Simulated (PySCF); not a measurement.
## Adding and removing an electron: BeI

r²SCAN; Be aug-cc-pVDZ, I aug-cc-pVDZ-PP with ECP28; scalar-relativistic core potentials (PySCF 2.14). Neutral (UKS): doublet (σ ↑), Re = 2.197 Å, ωe = 605 cm⁻¹, De = 3.09 eV, HOMO -5.50 eV, LUMO -2.63 eV.

BeI⁺ (UKS): singlet (closed shell), Re = 2.083 Å, ωe = 749 cm⁻¹, De = 3.52 eV to Be⁺ + I. The energies at the minima are -310.55674 hartree for BeI and -310.24823 for BeI⁺.

(1) Work out the adiabatic ionisation energy, without and with harmonic zero-point energies (1 hartree = 27.2114 eV, 1 eV = 8065.5 cm⁻¹), and the change of the bond length.

BeI⁻ (UKS): singlet (closed shell), Re = 2.492 Å, ωe = 302 cm⁻¹, De = 0.93 eV to Be + I⁻. The energies at the minima are -310.55674 hartree for BeI and -310.59963 for BeI⁻.

(2) Work out the adiabatic electron affinity, without and with harmonic zero-point energies (1 hartree = 27.2114 eV, 1 eV = 8065.5 cm⁻¹), and the change of the bond length.

These are scalar-relativistic numbers at best; spin–orbit coupling would shift them, the dissociation energy most. For an ion De counts to the pair picked by the measured ionisation energies or electron affinities, which need not be the lowest pair at this level. The highest Kohn–Sham level is positive in this anion. Much of that is self-interaction error, but it also means that the finite basis helps to hold the extra electron. States were picked by a PBE0 search and need not be the measured ground states.

## Answers

(1) At r²SCAN: 0.30851 hartree = 8.395 eV between the minima; the zero-point term (749.0 − 605.0)/2 cm⁻¹ = +0.009 eV makes it 8.404 eV. Re changes by -11.4 pm against the neutral. The electron leaves a σ orbital, and the shorter bond of the ion fits an antibonding orbital, or a change in how ionic the bond is.

(2) At r²SCAN: 0.04289 hartree = 1.167 eV between the minima; the zero-point term (605.0 − 302.0)/2 cm⁻¹ = +0.019 eV makes it 1.186 eV. Re changes by +29.5 pm against the neutral. The electron enters a σ orbital, and the ion is left as a loose complex of an ion and an atom.
